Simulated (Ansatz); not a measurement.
Reactions of ClGaH$_{2}$OS, SMILES `[OH][Ga]([SH])[Cl]`.

Computed with Ansatz on PBE0-D4/def2-TZVP structures; ΔE is electronic, products minus reactants. CCSD(T)/CBS adds triple-zeta CCSD(T) − MP2 to the extrapolated MP2 energy (def2 sets, frozen cores). This one scheme is used for every species, atoms too. DFT in def2-TZVPP. B3LYP here is the variant with VWN-RPA as its local correlation; programs differ in this. No spin–orbit coupling; open shells (•) take unrestricted orbitals. Spin–orbit coupling would lower the free atoms: a little for Cl, O, S; clearly for Ga. def2 core potentials past Kr. Bonds to Ga, Mg, Sc, W are less sure, by a few kJ/mol each and by 10 to 20 or more in all where they break to atoms, as the def2 sets lack core-valence functions. Scalar relativity is left out up to krypton. One conformer a species, not always the lowest.

| reaction | CCSD(T)/CBS(def2) (kcal/mol) |
| --- | --- |
| `[OH][Ga]([SH])[Cl]` + `[O]=[W](=[O])([OH])[Cl]` → `[OH][Ga]([OH])[SH]` + `[O]=[W](=[O])([Cl])[Cl]` | 8.8 |
| `[OH][Ga]([SH])[Cl]` + `C[S][MgH]` → `[OH][GaH][SH]` + `C[S][Mg][Cl]` | ? |
| `[OH][Ga]([SH])[Cl]` + H–F → `[OH][Ga]([F])[Cl]` + H₂S | ? |
| `[OH][Ga]([SH])[Cl]` + `[F][Sc]([Cl])[O][SiH3]` → `[OH][Ga]([SH])[O][SiH3]` + `[F][Sc]([Cl])[Cl]` | 8.8 |
| `[OH][Ga]([SH])[Cl]` + H₂ → `[SH][GaH][Cl]` + H₂O | 8.1 |
| `[OH][Ga]([SH])[Cl]` + H₂ → `[OH][GaH][Cl]` + H₂S | 15.5 |
| `[OH][Ga]([SH])[Cl]` → Cl• + Ga• + 2 H• + O• + S• | 449.9 |

(1) Fill in the missing values. (An estimate is asked.)

Largest T1 diagnostic: 0.022, for `[O]=[W](=[O])([OH])[Cl]`.

Answers

(1) Ansatz gave: `[OH][Ga]([SH])[Cl]` + `C[S][MgH]` → `[OH][GaH][SH]` + `C[S][Mg][Cl]`: -21.2 kcal/mol; `[OH][Ga]([SH])[Cl]` + H–F → `[OH][Ga]([F])[Cl]` + H₂S: +5.1 kcal/mol.
